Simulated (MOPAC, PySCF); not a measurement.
H$_{7}$FSi$_{3}$, SMILES `[SiH3][SiH](F)[SiH3]`, neutral singlet in the gas phase. 

Z-matrix (Å, degrees):
```
Si
F 1 1.6134
H 1 1.4905 2 107.31
Si 1 2.3446 3 109.22 2 118.67
H 4 1.4868 1 110.63 3 -179.88
H 4 1.4871 5 109.22 1 -122.88
H 4 1.4888 5 108.84 6 -119.00
Si 1 2.3446 3 109.24 2 -118.72
H 8 1.4868 1 110.63 3 179.88
H 8 1.4870 9 109.22 1 122.87
H 8 1.4888 9 108.83 10 118.99
```
Charge 0, spin multiplicity 1.

All levels are single points at this geometry (PBE0-D4/def2-TZVP); Pople sets use spherical d functions. Orbital energies aren't observables, and empty levels follow the basis.

PM3 in MOPAC gives dipole (D) = 1.08.

**Question.** Estimate the dipole (D) from each of these levels: B3LYP-D3(BJ)/def2-TZVP in PySCF; PBE0-D4/def2-TZVP in PySCF; B3LYP/3-21G in PySCF; B3LYP/6-311+G** in PySCF; B3LYP/6-31G* in PySCF; B3LYP/LANL2DZ in PySCF; HF/STO-3G in PySCF; PM7 in MOPAC.

**Answer.** 
```
level                            dipole (D)
-------------------------------  ----------
B3LYP-D3(BJ)/def2-TZVP in PySCF        1.11
PBE0-D4/def2-TZVP in PySCF             1.14
B3LYP/3-21G in PySCF                   1.19
B3LYP/6-311+G** in PySCF               1.44
B3LYP/6-31G* in PySCF                  1.08
B3LYP/LANL2DZ in PySCF                 2.04
HF/STO-3G in PySCF                     0.85
PM7 in MOPAC                           2.17
```
